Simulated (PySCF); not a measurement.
# How methods differ on the ionisation energy of Cr¹²⁺

Cr¹²⁺ [Ne] 3s2 (1S) → Cr¹³⁺ [Ne] 3s1 (2S), as a difference of total energies. Calculation: PySCF 2.14, in an even-tempered Gaussian basis (18 s from 0.81 bohr⁻², ratio 2.5; 11 p from 1.1 bohr⁻², ratio 2.5; 5 d from 4.4 bohr⁻², ratio 2.7; 4 f from 6.6 bohr⁻², ratio 2.7); scalar relativity by spin-free X2C-1e. Correlated levels: outer shells: 1s2 frozen; virtual orbitals above 40 to 60 times the deepest correlated orbital energy dropped. The calculations carry no spin-orbit coupling.

```tsv
method	ionisation energy (eV)
UHF	351.54
LDA	354.20
PBE	354.36
PBE0	353.93
r2SCAN	352.42
revPBE	354.07
BP86	354.23
MP2 (outer shells)	353.68
SCS-MP2 (outer shells)	353.90
```

**Question.** Which method comes closest to the reference value, and which is furthest?

**Answer.** The reference is 354.7 ± 0.3 eV (semi-empirical (NIST evaluation); NIST Atomic Spectra Database, ionization energies). Closest: PBE (error -0.340 eV); furthest: UHF (error -3.160 eV).
